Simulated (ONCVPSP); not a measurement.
## What the settings do to the ONCV potential of dysprosium

Base potential:

* Element: Dy
* Generator: ONCVPSP 4.0.1
* Type: optimised norm-conserving Vanderbilt (ONCV)
* Functional: LDA (Perdew-Zunger)
* Relativity: scalar-relativistic
* Frozen core: [Kr] 4d10 4f9
* Valence charge: 11
* Reference configuration: 5s2 5p6 5d1 (charge +2)
* Partial waves: 5s: rc 1.80 bohr, ncon 3, nbas 7, qcut 6.4 1/bohr, 3 projectors, debl 2.3 Ha; 5p: rc 1.40 bohr, ncon 4, nbas 7, qcut 5.6 1/bohr, 2 projectors, debl 0.3 Ha; 5d: rc 2.45 bohr, ncon 4, nbas 9, qcut 4.2 1/bohr, 3 projectors, debl 3.9 Ha
* Local potential: polynomial inside 1.35 bohr (lpopt 5, dvloc0 1 Ha)
* Core correction: none

In the s channel the program set the typed energies aside and used -2.468, 0.250, 2.550 Ha. In the p channel the program set the typed energies aside and used -1.571, 0.250 Ha.

Cutoffs, loose and tight: the cutoffs (Ha) at which the residual kinetic energy of the hardest occupied pseudo-wave falls to 1 and 0.1 mHa per electron. They do not see the model core or the augmentation charge, which bear on the density cutoff. Test errors are all-electron minus pseudo excitation energies from the reference, over the configurations 5s2 5p6 5d1 6s2; 5s2 5p6 5d1 6s1; 5s2 5p6 5d0; 5s2 5p6 5d0 6s2. A dash means not determined; rows that change the core or the reference have their own tests. The largest error is taken over the tests solved by every variant that gives reliable tests at all: 5s2 5p6 5d0; 5s2 5p6 5d1 6s1; 5s2 5p6 5d1 6s2.

A true bound ghost makes a file unfit for plane-wave use even where its test errors are small: the radial tests pick states by their node count and pass the ghost by.

| change | outcome | cutoff, loose | cutoff, tight | bound ghosts | GHOST(+) flags above zero | largest test error (meV) |
| --- | --- | --- | --- | --- | --- | --- |
| base | generated, projector energies reset by the program | 53 Ha | 71 Ha | none | s, d | +42 |
| s: qcut 4; p: qcut 3.5; d: qcut 2.7 | generated, projector energies reset by the program | 65 Ha | 77 Ha | none | s, d | +41 |
| s: qcut 4.5; p: qcut 4; d: qcut 3 | generated, projector energies reset by the program | 65 Ha | 77 Ha | none | s, d | +43 |
| s: qcut 5.4; p: qcut 4.7; d: qcut 3.5 | generated, projector energies reset by the program | 63 Ha | 75 Ha | d | s | +37 |
| s: qcut 7.1; p: qcut 6.2; d: qcut 4.7 | generated, projector energies reset by the program | 29 Ha | 66 Ha | none | s | +43 |
| s: qcut 7.5; p: qcut 6.6; d: qcut 4.9 | generated, projector energies reset by the program | 22 Ha | 60 Ha | none | s | +43 |
| s: qcut 8.1; p: qcut 7.1; d: qcut 5.3 | failed: ERROR pspot: first pseudo wave function has node, program will stop | – | – | – | – | – |
| s: qcut 8.6; p: qcut 7.5; d: qcut 5.6 | failed: ERROR pspot: first pseudo wave function has node, program will stop | – | – | – | – | – |
| s: qcut 9.5; p: qcut 8.3; d: qcut 6.2 | failed: ERROR pspot: first pseudo wave function has node, program will stop | – | – | – | – | – |

(1) What comes out with this change to the base: s: qcut 6.5; p: qcut 5.7; d: qcut 4.3?

(2) What comes out with this change to the base: s: qcut 5.9; p: qcut 5.2; d: qcut 3.9?

Results:

(1) outcome: generated, projector energies reset by the program; cutoff, loose: 50 Ha; cutoff, tight: 71 Ha; bound ghosts: none; GHOST(+) flags above zero: s, d; largest test error (meV): +42.

(2) outcome: generated, projector energies reset by the program; cutoff, loose: 59 Ha; cutoff, tight: 74 Ha; bound ghosts: none; GHOST(+) flags above zero: s, d; largest test error (meV): +41.
